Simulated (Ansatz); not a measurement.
A run of Ansatz (development build ahead of 0.2.0) on singlet CuH at this shape:

| atom | x (Å) | y (Å) | z (Å) |
| --- | --- | --- | --- |
| Cu | -0.0420 | -0.0203 | -0.0312 |
| H | -0.0469 | -0.0052 | 1.4103 |

Its results:

```json
{
  "Converged": "yes",
  "Reference energy": "-1639.50868 hartree",
  "Correlation energy": "-0.70233 hartree",
  "Total energy": "-1640.21101 hartree",
  "Spin squared of the determinant": "0.000"
}
```

Which input gives this output? Name the method, the orbitals and the basis set, and write the input.

RHF-MP2 in cc-pVDZ. An unrestricted run that stays on the closed shell gives the same numbers.

```yaml
crystal:
  periodic: [false, false, false]
  atoms:
    - { symbol: Cu, position_ang: [-0.04197, -0.02032, -0.03116] }
    - { symbol: H, position_ang: [-0.04689, -0.00519, 1.41034] }
basis:
  gaussian: { orbitals: cc-pVDZ }
hamiltonian:
  xc: hf
correlation:
  method: mp2
  frozen_orbitals: { Cu: 5, H: 0 }
```
